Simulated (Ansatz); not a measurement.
A nudged elastic band was laid between two geometries of BrH + CH5B (9 atoms, charge 0, multiplicity 1).

These are results of RHF/def2-SVP in Ansatz 0.2.0, not measurements.

| Property | Result |
| --- | --- |
| movable images | 7 |
| climbing image | yes |
| spring | 5.0 eV/Å² |
| optimiser | quadratic models (default) |
| start path | through a guess of the saddle point |
| force threshold | 0.05 eV/Å |
| iteration limit | 60 |
| end points | relaxed |

First end point:

```xyz
9
Properties=species:S:1:pos:R:3
B 0.129 -0.364 -0.130
H 0.170 -0.641 1.042
C 1.452 -0.215 -0.965
H 1.713 -1.236 -1.283
H 1.341 0.381 -1.873
H 2.299 0.155 -0.384
H -0.952 -0.284 -0.650
Br -0.172 3.055 1.371
H -0.358 2.234 2.501
```

Last end point:

```xyz
9
Properties=species:S:1:pos:R:3
B 0.081 0.758 -0.912
H -0.098 -0.291 3.453
C 1.450 0.032 -1.128
H 1.439 -0.898 -0.548
H 1.544 -0.268 -2.176
H 2.324 0.614 -0.840
H -0.962 0.279 -1.244
Br -0.038 2.495 -0.069
H -0.120 0.363 3.092
```

Task: Which bonds break or form, and what moves?

Result: Bonds broken: B1–H2, Br8–H9. Bonds formed: B1–Br8, H2–H9. BrH + CH5B becomes CH4BBr + H2.

Task: Give the energies along the band, and the barrier.

Result: The run converged. The highest image is number 3 of 0 to 8, 109.2 kJ/mol above the first end and 159.5 kJ/mol above the last; the last end lies 50.4 kJ/mol below the first. A vibrational analysis at the climbing image gives one clearly imaginary mode, 1192i cm⁻¹: a first-order saddle point. The orbitals stay closed-shell, which can raise the energy where a bond breaks towards radicals; this wasn't checked here.

| image | path coordinate (Å) | energy (kJ/mol) | B1–H2 (Å) | Br8–H9 (Å) | B1–Br8 (Å) |
| --- | --- | --- | --- | --- | --- |
| 0 | 0.00 | 0.0 | 1.20 | 1.41 | 3.75 |
| 1 | 0.80 | 2.5 | 1.21 | 1.41 | 3.51 |
| 2 | 1.61 | 22.1 | 1.21 | 1.42 | 3.02 |
| 3 | 2.41 | 109.2 | 1.30 | 1.69 | 2.38 |
| 4 | 3.22 | 4.8 | 1.87 | 2.38 | 2.01 |
| 5 | 4.04 | -40.9 | 2.58 | 3.05 | 1.94 |
| 6 | 4.85 | -49.2 | 3.25 | 3.63 | 1.94 |
| 7 | 5.67 | -50.2 | 3.96 | 3.78 | 1.93 |
| 8 | 6.48 | -50.4 | 4.49 | 3.81 | 1.93 |

Task: What is the geometry of the highest image?

Result: 
```xyz
9
Properties=species:S:1:pos:R:3
B 0.048 0.186 0.064
H 0.138 -0.176 1.306
C 1.387 -0.003 -0.745
H 1.523 -1.073 -0.940
H 1.336 0.500 -1.712
H 2.270 0.356 -0.216
H -1.062 -0.010 -0.319
Br -0.086 2.445 0.815
H 0.067 0.861 1.374
```

Task: What are the harmonic wavenumbers there?

Result: 1192i, 188, 211, 418, 615, 817, 930, 1017, 1041, 1110, 1227, 1449, 1473, 1557, 1569, 1619, 2272, 2801, 3167, 3248, 3279 cm⁻¹.

The band took 10 iterations and of the order of 2.1 core-minutes.

The run took 2.1 min on 1 thread of Arm Neoverse V1 (shared host), peak memory 0.17 GiB.
